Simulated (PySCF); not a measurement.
chloro(ethenylsilyl)silane (C2H7ClSi2), SMILES C([SiH2][SiH2]Cl)=C.

Geometry optimised at TPSSh-D3(BJ)/def2-SVP. Other conformers were not sampled.

Computed with PySCF with PBE/def2-TZVP.

Isolated molecule, no solvent.

The total energy is -1119.08511 hartree, the highest occupied level is -6.56 eV and the lowest empty level comes out as -2.00 eV. The orbital gap comes out as 4.57 eV and the dipole moment is 0.465 e·Å. The quadrupole, principal values (traceless, Buckingham form, about the centre of nuclear charge) is -3.13, 0.98, 2.15 D·Å. The mean static polarisability is 96.6 bohr³ (14.31 Å³). The polarisability, principal values is 78.2, 81.9, 129.6 bohr³.
